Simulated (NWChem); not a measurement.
Species: ammonia borane (BNH₆); SMILES [BH3-][NH3+]

```xyz
8

B      0.0000     0.0000    -0.9333
N      0.0000     0.0000     0.7108
H     -1.0597    -0.5367    -1.2586
H      0.9947    -0.6494    -1.2586
H      0.0650     1.1861    -1.2586
H     -0.8011     0.5254     1.0891
H      0.8556     0.4311     1.0891
H     -0.0545    -0.9565     1.0891
```
Atoms are numbered in this order, from 1.

Program: NWChem. Pople sets run with spherical d functions. Coordinates come from a PBE-D3(BJ)/def2-SVP optimisation. Atomic charges in e: unrestrained fits to the electrostatic potential beside Mulliken populations; buried atoms are poorly determined by the fit.

For level B3LYP/def2-SVP:

```yaml
ESP B1: 0.07
Mulliken B1: -0.18
ESP N2: -0.07
Mulliken N2: 0.02
```

**Question.** Estimate the same quantities for level Hartree-Fock/6-31G*.

**Answer.** 
| Quantity | Value |
|---|---|
| ESP B1 | 0.23 |
| Mulliken B1 | 0.10 |
| ESP N2 | -0.21 |
| Mulliken N2 | -0.95 |
